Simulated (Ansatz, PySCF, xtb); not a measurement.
Complex: SiH4 (SMILES [SiH4]) (first 5 atoms) with PH3 (SMILES P); geometry from B3LYP-D3(BJ)/def2-TZVP.
(charge 0, multiplicity 1):
```xyz
9

Si    -0.133     0.052     0.165
H     -1.495    -0.354     0.580
H     -0.065     0.103    -1.313
H      0.852    -0.930     0.669
H      0.174     1.390     0.718
P     -0.325    -0.090     4.274
H      0.847     0.279     3.566
H     -0.563    -1.224     3.455
H     -1.160     0.751     3.495
```

Counterpoise-corrected where a basis set is named; no monomer relaxation. Rows marked so take none.

Rows in 3-21G carry no dispersion term and start afresh at each structure.

Run with Ansatz (a program for electronic structure); PySCF for 3-21G rows, the dispersion terms; xtb for the GFN methods. 

Task: One of these levels gives -2.77 kcal/mol for the interaction energy. Which one is it?
A) revPBE-D3(BJ)/def2-TZVPPD
B) B3LYP/3-21G (no counterpoise)
C) GFN1-xTB
D) r2SCAN-D4/def2-TZVPPD

Result: C, GFN1-xTB. The others give -1.29 (revPBE-D3(BJ)/def2-TZVPPD), -0.96 (r2SCAN-D4/def2-TZVPPD), -0.40 (B3LYP/3-21G (no counterpoise))
